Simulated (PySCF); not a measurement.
Work out the structure from these simulated measurements.

Formula: C8H8Si.

* Triplet: lowest triplet excitation (Tamm–Dancoff): 3.04 eV [TDA CAM-B3LYP/def2-SVPD]
* Rotational structure: rotational constants A, B, C: 3.005, 1.226, 0.880 GHz [PBE0-D3(BJ)/def2-SVP]
* Valence photoelectron: vertical ionisation energy: 8.36 eV [ΔSCF CAM-B3LYP/def2-SVPD]
* Dipole: 0.63 D [CAM-B3LYP/def2-SVPD]
* Polarisability: 116.6 au [CAM-B3LYP/def2-SVPD]
* UV, first state: lowest singlet excitation: 4.50 eV (275 nm, f = 0.092) [TDDFT CAM-B3LYP/def2-SVPD]
* NMR, other nuclei: isotropic shieldings of nuclei other than C and H, by class: 391 (1 Si) ppm [GIAO PBE0/pcSseg-1]
* 13C NMR: chemical shifts (computed TMS as zero) by class: 162.1 (1 C), 155.6 (1 C), 139.2 (1 C), 137.3 (1 C), 135.8 (1 C), 133.0 (1 C), 132.5 (1 C), 130.3 (1 C) ppm [GIAO PBE0/pcSseg-1]
* 1H NMR: chemical shifts (computed TMS as zero) by class: 7.74 (1 H), 7.54 (1 H), 7.46 (1 H), 7.43 (1 H), 7.33 (1 H), 6.41 (1 H), 4.90 (2 H) ppm [GIAO PBE0/pcSseg-1]

Gas-phase values; electronic properties from PySCF, density fitting. Levels stand in brackets. Geometry: PBE0-D3(BJ)/def2-SVP; no solvent, vibrations or thermal averaging. NMR classes are plain means over equivalent atoms (diastereotopic ones count apart unless rotation or inversion swaps them), as if these changed places fast.

Question: What is the compound? Reason from the data.

Answer: Numbering: `[CH:1]1=[CH:2][c:3]2[cH:4][cH:5][cH:6][cH:7][c:8]2[SiH2:9]1`. Its formula, C8H8Si, gives 6 degrees of unsaturation: 2 rings and 4 π bonds in the structure found (Kekulé form). 8 carbons fall into 8 classes; from least to most shielded: alkene CH carbon [C2] (162.1 ppm), substituted aromatic carbon [C3] (155.6 ppm), aromatic CH carbon [C7] (139.2 ppm), substituted aromatic carbon [C8] (137.3 ppm), aromatic CH carbon [C5] (135.8 ppm), aromatic CH carbon [C6] (133.0 ppm), alkene CH carbon [C1] (132.5 ppm), aromatic CH carbon [C4] (130.3 ppm). Hydrogen classes from least to most shielded: 1 H on an aromatic CH carbon, C7 (7.74 ppm), 1 H on an alkene CH carbon, C2 (7.54 ppm), 1 H on an aromatic CH carbon, C5 (7.46 ppm), 1 H on an aromatic CH carbon, C4 (7.43 ppm), 1 H on an aromatic CH carbon, C6 (7.33 ppm), 1 H on an alkene CH carbon, C1 (6.41 ppm), 2 H on an SiH2 silicon, Si9 (4.90 ppm). The other shieldings belong to: 391 ppm, SiH2 silicon [Si9]. S1 is mainly HOMO→LUMO (weight 0.90); the largest Löwdin shares of the orbital it empties are 0.20 on an alkene CH carbon, 0.15 on an aromatic CH carbon, 0.15 on a substituted aromatic carbon and 0.13 on an alkene CH carbon, of the orbital it fills 0.17 on each of 2 atoms of one kind (alkene CH carbon), 0.12 on a substituted aromatic carbon and 0.11 on a substituted aromatic carbon. The optimised geometry has point group Cs and is an asymmetric top. Structure: `C1=Cc2ccccc2[SiH2]1`. Computed isomers that give other values at the same levels: `[SiH3]C1=CC1=C1C=CC=C1` (rotational constant A: 3.672 GHz; this holds for the one conformer computed). The assignments are read from this structure; whether some other isomer fits the data as well wasn't checked.
